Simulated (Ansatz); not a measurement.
Reactions of CH₅F₂NSi, SMILES `N[SiH](F)CF`.

Calculated with Ansatz (gas phase, PBE0-D4/def2-TZVP geometries, no zero-point term in ΔE). CCSD(T)/CBS is the MP2 limit (def2-TZVPP, def2-QZVPP) plus CCSD(T) − MP2 in def2-TZVPP, frozen cores. This one scheme is used for every species. def2 core potentials past Kr. For Br, Ge, Sb outer-core shells are correlated without core-valence functions, which leaves a few kJ/mol of doubt a bond. Scalar relativity is left out up to krypton. One conformer a species, not always the lowest.

| reaction | CCSD/CBS(def2) (kJ/mol) | CCSD(T)/CBS(def2) (kJ/mol) |
| --- | --- | --- |
| `N[SiH](F)CF` + `O=CCO` → `OC[SiH](F)CF` + `NC=O` | 57 | 55 |
| `N[SiH](F)CF` + `N[SiH](Cl)CCl` → `N[Si@H](Cl)[Si@@H](N)F` + `FCCCl` | 21 | 20 |
| `N[SiH](F)CF` + `CNC(C)F` → `CN[SiH](N)F` + `CC(F)CF` | -89 | -87 |
| `N[SiH](F)CF` + `B[SiH2]CF` → `FC[SiH](F)F` + `B[SiH2]CN` | -98 | -98 |
| `N[SiH](F)CF` + `C=CSC` → `CS[SiH](N)F` + `C=CCF` | -93 | -91 |
| `N[SiH](F)CF` + `[SiH3][O][SbH2]` → `N[SiH](F)[O][SbH2]` + `FC[SiH3]` | -29 | -30 |
| `N[SiH](F)CF` + HBr → `N[SiH](F)Br` + `CF` | -119 | -118 |
| `N[SiH](F)CF` + `[F][SbH][SiH3]` → `N[SiH2]CF` + `[F][Sb]([F])[SiH3]` | 107 | 104 |
| `N[SiH](F)CF` + `C#[C][Al]([F])[F]` → `C#C[SiH](F)CF` + `[NH2][Al]([F])[F]` | 1 | 1 |
| `N[SiH](F)CF` + `[NH2][GeH2][OH]` → `[NH2][GeH2][O][SiH](N)F` + `CF` | -163 | -162 |

Largest T1 diagnostic: 0.016, for `NC=O`.
